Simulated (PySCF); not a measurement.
Fine-structure interval of Cs²⁰⁺ by level of theory

Cs²⁰⁺ [Ar] 3d10 4s2 4p5 [4p1/2^2 4p3/2^3, M_J = 3/2] → Cs²⁰⁺ [Ar] 3d10 4s2 4p5 [4p1/2^1 4p3/2^4, M_J = 1/2], as a difference of total energies. All numbers are calculated (PySCF 2.14, the two-component X2C-1e Hamiltonian, in an uncontracted even-tempered set (18 s from 1.3 bohr⁻², ratio 2.8; 14 p from 1.7 bohr⁻², ratio 2.8; 9 d from 2.9 bohr⁻², ratio 2.8; 4 f from 10 bohr⁻², ratio 3)). Correlated levels: [Ne] frozen; the 92 highest virtual spinors dropped. "Screened" scales the spin-orbit matrix elements by Boettger's factors to mimic the two-electron term; Breit and QED terms are absent.

```csv
method,fine-structure interval (cm⁻¹)
GHF (screened spin-orbit),145940
GMP2 (screened spin-orbit),146910
GHF (bare spin-orbit),151780
```
